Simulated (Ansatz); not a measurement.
Species: CHF$_{2}$ (charge +1, singlet). 
Geometry from a B3LYP-D3(BJ)/def2-TZVP (Ansatz, a quantum-chemistry and plane-wave program) optimisation:
```
C
F 1 1.2334
F 1 1.2334 2 118.06
H 1 1.0970 2 120.97 3 180.00
```
Charge +1, spin multiplicity 1.

Total electronic energies in hartree. Correlated levels leave the core frozen unless marked. Spin-orbit coupling is left out. No relativistic terms. CBS(X,Y): correlation extrapolated as X^-3; Hartree-Fock from the larger set. The bracket is a focal-point correction in the basis named.

```
level                                                     program  energy (Eh)
-------------------------------------------------  --------------  -----------
HF/STO-3G                                                  Ansatz   -233.74883
revPBE/def2-TZVPD                                          Ansatz   -238.03375
PBE0-D4/def2-TZVP                                  Ansatz + dftd4   -237.86953
HSE06-D4/def2-TZVPD                                Ansatz + dftd4   -237.86034
B2PLYP/def2-TZVPD                                          Ansatz   -237.96801
RI-MP2/cc-pVTZ                                             Ansatz   -237.69019
CCSD/cc-pVQZ                                               Ansatz   -237.76341
RI-MP2/CBS(cc-pVTZ,cc-pVQZ)+[CCSD(T)-MP2]/cc-pVDZ          Ansatz    -237.8243
CCSD(T)/CBS(cc-pVTZ,cc-pVQZ)                               Ansatz    -237.8259
```

Totals of different functionals don't rank their quality; only differences between species are comparable.
